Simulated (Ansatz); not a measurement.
A nudged elastic band was laid between two geometries of Cl + Cl3FZr (6 atoms, charge 0, multiplicity 2).

Method: UHF/def2-SVP (Ansatz).

| Quantity | Value |
| --- | --- |
| movable images | 7 |
| climbing image | yes |
| spring | 5.0 eV/Å² |
| optimiser | quadratic models (default) |
| start path | through a guess of the saddle point |
| force threshold | 0.05 eV/Å |
| iteration limit | 60 |
| end points | relaxed |

Initial state:

```xyz
6
Properties=species:S:1:pos:R:3
Zr 0.001 0.000 -0.146
F 0.000 0.000 1.740
Cl 2.229 0.000 -0.901
Cl -1.114 1.930 -0.901
Cl -1.114 -1.930 -0.901
Cl 0.000 0.000 4.853
```

Final state:

```xyz
6
Properties=species:S:1:pos:R:3
Zr 0.000 0.000 -0.685
F -0.021 0.000 2.474
Cl 2.383 0.000 -0.693
Cl -1.191 2.064 -0.725
Cl -1.191 -2.064 -0.725
Cl 0.022 0.000 4.096
```

Which bonds break or form, and what moves?

Bonds broken: Zr1–F2. Bonds formed: F2–Cl6. Cl + Cl3FZr becomes Cl3Zr + ClF.

Give the energies along the band, and the barrier.

The run converged. The highest image is number 8 of 0 to 8, 98.5 kcal/mol above the first end and 0.0 kcal/mol above the last; the last end lies 98.5 kcal/mol above the first. The highest image is an end point: on this band no image between the ends rises above it. Inner images lie up to 0.002 eV below the lower end, so the ends aren't the lowest states on this path.

| image | path coordinate (Å) | energy (kcal/mol) | Zr1–F2 (Å) | F2–Cl6 (Å) |
| --- | --- | --- | --- | --- |
| 0 | 0.00 | 0.0 | 1.89 | 3.11 |
| 1 | 0.39 | 0.0 | 1.89 | 3.13 |
| 2 | 0.79 | 0.0 | 1.89 | 3.21 |
| 3 | 1.18 | 0.5 | 1.88 | 2.80 |
| 4 | 1.57 | 18.3 | 2.10 | 2.37 |
| 5 | 1.97 | 91.6 | 2.64 | 2.03 |
| 6 | 2.36 | 98.4 | 3.15 | 1.62 |
| 7 | 2.75 | 98.5 | 3.16 | 1.62 |
| 8 | 2.98 | 98.5 | 3.16 | 1.62 |

Run time: 9.2 min on 4 threads of Arm Neoverse V1, with other jobs on the host, peak memory 0.68 GiB.
